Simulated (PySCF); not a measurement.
## Unknowns

[PySCF: coordinates at the GFN2-xTB level; σ from GIAO-PBE0/pcSseg-1; no solvent; one computed conformer; no relativistic terms; fast rotation and ring inversion assumed for equivalent nuclei]

References, each an isolated molecule treated in the same way: TMS for ¹H, ¹³C. Splittings of carbon signals by F and P are missing where no couplings were computed. Where no couplings were computed, multiplicities follow the n + 1 count of equivalent neighbours, and m marks all less simple cases (inequivalent or close neighbours, rings, F or P nearby). Shifts are as computed. Against solution values, carbons near 30 ppm lie about +3 ppm off and those near 130 ppm about +5 ppm. Of 1211 compounds with measured shifts, 218 miss one by over three times the rms of a fit or turn the order of signals round; such compounds aren't used in these exercises. OH and NH positions are gas-phase values without hydrogen bonding to other molecules.

(1) C$_{6}$H$_{11}$OP. ¹H NMR (400 MHz, computed): δ 6.88 (m, 1H), 2.16 (s, 3H), 1.80 (m, 1H), 1.32 (m, 3H), 0.97 (m, 3H). ¹³C{¹H} NMR (computed): δ 108.8 (C), 81.3 (C), 35.7 (CH), 17.4 (CH3), 16.0 (CH3), 5.4 (CH3). Give a structure.

(2) C$_{5}$H$_{11}$NO$_{2}$Si. ¹H NMR (300 MHz, computed): δ 5.09 (m, 1H), 4.68 (m, 1H), 4.18 (m, 1H), 2.77 (s, 3H), 2.11 (m, 1H), 2.05 (m, 1H), 1.17 (m, 1H), 0.76 (m, 1H), 0.04 (br s, 1H). ¹³C{¹H} NMR (computed): δ 174.0 (C), 66.3 (CH2), 31.3 (CH3), 22.5 (CH2), 15.7 (CH2). Identify the compound.

Results:

(1) SMILES C(C)#C[P@H](=O)C(C)C. 6 carbon signals for 6 carbons: no two carbons are equivalent. Carbon types of the structure: 2 × C, 1 × CH, 3 × CH3, leaving 1 H on heteroatoms. δC 108.8, 81.3: alkyne carbon. δC 17.4, 16.0: methyl carbon; a saturated carbon with 1 carbon neighbour and no heteroatom attached. δC 5.4: propargylic methyl carbon; saturated and bonded to C and H only. δH 2.16: hydrogen on a propargylic methyl carbon.

The shifts were computed for this structure.

(2) SMILES CN[Si@H]1CCOC(=O)C1. The formula gives 2 degrees of unsaturation (1 ring in the answer). 5 carbon signals for 5 carbons: no two carbons are equivalent. Carbon types of the structure: 1 × C, 3 × CH2, 1 × CH3, leaving 2 H on heteroatoms. δC 174.0: ester carbonyl carbon; it is a carbonyl in resonance with an O or N lone pair, the region of acids, esters and amides. δC 66.3: sp3 CH2 bonded to O; the inductive effect lowers its shielding. δC 22.5: sp3 CH2 bonded to Si, α to a carbonyl; α to the electron-withdrawing carbonyl group. δH 2.11, 2.05: hydrogen on an sp3 CH2 bonded to Si, α to a carbonyl; α to C=O.

The shifts were computed for this structure.
